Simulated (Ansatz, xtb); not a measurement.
Two structures of BGeH5Te

Structure X: a singlet given by its coordinates. Structure Y: `[BH2-]1[GeH2][TeH+]1`, a singlet. Both are isolated molecules in the gas phase, relaxed with PBE-D3(BJ)/def2-SVP.

X (Å):

```xyz
8

B    -1.5244    0.4683    2.3465
Ge    0.6250    1.2317    1.1476
Te   -0.9191    2.6232    2.8564
H    -2.5680    0.5366    1.7286
H    -0.6268   -0.0231    1.5112
H    -1.4034   -0.2179    3.3415
H    -0.3650    1.7927    0.0059
H     0.0196    2.2458    4.2059
```

Close contacts (Å): B1–Ge2 2.58, B1–Te3 2.30, Ge2–Te3 2.69, B1–H4 1.21, B1–H5 1.32, B1–H6 1.21, Ge2–H5 1.81, Ge2–H7 1.61, Te3–H8 1.69.

Y (Å):

```yaml
atoms:
  - { symbol: B, position_ang: [0.6911, 1.1010, -0.2808] }
  - { symbol: Ge, position_ang: [-0.2333, -0.6316, 0.2635] }
  - { symbol: Te, position_ang: [-1.6238, 1.6564, -0.2797] }
  - { symbol: H, position_ang: [-0.7206, -0.9955, 1.6956] }
  - { symbol: H, position_ang: [-0.8522, -1.6501, -0.7366] }
  - { symbol: H, position_ang: [-1.6908, 2.0302, 1.3598] }
  - { symbol: H, position_ang: [1.0290, 1.1320, -1.4490] }
  - { symbol: H, position_ang: [1.2719, 1.7320, 0.5773] }
```

Quicker runs give these differences E(Y) − E(X): GFN2-xTB +0.610 eV; HF/STO-3G −0.753 eV (at GFN2-xTB geometries); r2SCAN-D4/def2-SVP +0.031 eV (at GFN2-xTB geometries).

Problem. Estimate E(Y) − E(X) at the level CCSD(T)/def2-TZVP.

Solution. Calculated at CCSD(T)/def2-TZVP: E(Y) − E(X) = −0.120 eV, so structure Y lies lower.

How the difference moves with the method:

```json
{"level": "GFN2-xTB", "geometry": "GFN2-xTB", "E(Y) − E(X) (eV)": "+0.610", "departure from the last row (eV)": "+0.730", "job, with rough time for the two": "optimisation, 0.5 s"}
{"level": "HF/STO-3G", "geometry": "GFN2-xTB", "E(Y) − E(X) (eV)": "−0.753", "departure from the last row (eV)": "−0.633", "job, with rough time for the two": "single point, 1.3 s"}
{"level": "r2SCAN-D4/def2-SVP", "geometry": "GFN2-xTB", "E(Y) − E(X) (eV)": "+0.031", "departure from the last row (eV)": "+0.150", "job, with rough time for the two": "single point, 3.1 s"}
{"level": "PBE-D3(BJ)/def2-SVP", "geometry": "PBE-D3(BJ)/def2-SVP", "E(Y) − E(X) (eV)": "+0.052", "departure from the last row (eV)": "+0.172", "job, with rough time for the two": "optimisation, 27 s"}
{"level": "HF/def2-TZVP", "geometry": "PBE-D3(BJ)/def2-SVP", "E(Y) − E(X) (eV)": "−0.186", "departure from the last row (eV)": "−0.067", "job, with rough time for the two": "part of the CCSD(T) run"}
{"level": "MP2/def2-TZVP", "geometry": "PBE-D3(BJ)/def2-SVP", "E(Y) − E(X) (eV)": "−0.172", "departure from the last row (eV)": "−0.052", "job, with rough time for the two": "part of the CCSD(T) run"}
{"level": "CCSD(T)/def2-TZVP", "geometry": "PBE-D3(BJ)/def2-SVP", "E(Y) − E(X) (eV)": "−0.120", "departure from the last row (eV)": "", "job, with rough time for the two": "single point, 2.1 min"}
```

GFN2-xTB, r2SCAN-D4/def2-SVP, PBE-D3(BJ)/def2-SVP put the two in the other order. The largest departure from CCSD(T)/def2-TZVP is that of GFN2-xTB, 0.730 eV.

With harmonic frequencies from PBE-D3(BJ)/def2-SVP (ideal gas, rigid rotor, one conformer each, 298.15 K, 1 atm): the zero-point term adds −0.032 eV; ΔH is −0.145 and ΔG −0.152 eV.

The correlated steps freeze 14 core orbitals; the filled d shell of Ge and Te is correlated, in a basis made for valence electrons. Atoms past krypton carry core potentials in the def2 sets, other sets are all-electron and non-relativistic, and no spin–orbit term is included. Run with Ansatz 0.2.0, xtb 6.7.1; the last row on 2 threads of Intel(R) Xeon(R) Processor @ 2.70GHz on a shared host.
